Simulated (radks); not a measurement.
Xe III, 52 electrons, occupied as [Kr] 4d10 5s2 5p4. All-electron calculation, Dirac Kohn-Sham, PW91, spin-unpolarised, spherical densities, finite nucleus; open shells are shared between the two j in proportion to 2j + 1; Fermi nuclear charge, rms radius 4.7859 fm. Program: a radial shooting solver on a logarithmic mesh with Libxc functionals.

Normalised radial functions P(r) = r R(r) (large component), r in bohr:

r           5p1/2    5p3/2
0.001071   0.0014   0.0004
0.001418   0.0020   0.0006
0.001876   0.0028   0.0011
0.002502   0.0042   0.0019
0.00331    0.0062   0.0032
0.00438    0.0093   0.0054
0.005842   0.0143   0.0091
0.007729   0.0216   0.0149
0.01023    0.0326   0.0241
0.01364    0.0492   0.0386
0.01805    0.0717   0.0592
0.02388    0.1009   0.0869
0.03185    0.1354   0.1216
0.04214    0.1660   0.1549
0.05576    0.1786   0.1743
0.07437    0.1503   0.1573
0.0984     0.0634   0.0831
0.1302    -0.0768  -0.0491
0.1736    -0.2202  -0.1974
0.2298    -0.2575  -0.2563
0.304     -0.1129  -0.1408
0.4055     0.1785   0.1359
0.5365     0.3922   0.3692
0.7098     0.3122   0.3356
0.9467    -0.0906  -0.0270
1.253     -0.5502  -0.4857
1.657     -0.7986  -0.7690
2.211     -0.7238  -0.7369
2.925     -0.4473  -0.4789
3.87      -0.1869  -0.2116
5.162     -0.0473  -0.0573
6.83      -0.0064  -0.0083

5p1/2: eigenvalue -27.764 eV, 3 radial nodes at r = 0.113, 0.343, 0.897 bohr, <r> = 2.04 bohr, 90 % of the charge inside 2.97 bohr. 5p3/2: eigenvalue -26.217 eV, 3 radial nodes at r = 0.119, 0.356, 0.931 bohr, <r> = 2.12 bohr, 90 % of the charge inside 3.08 bohr.
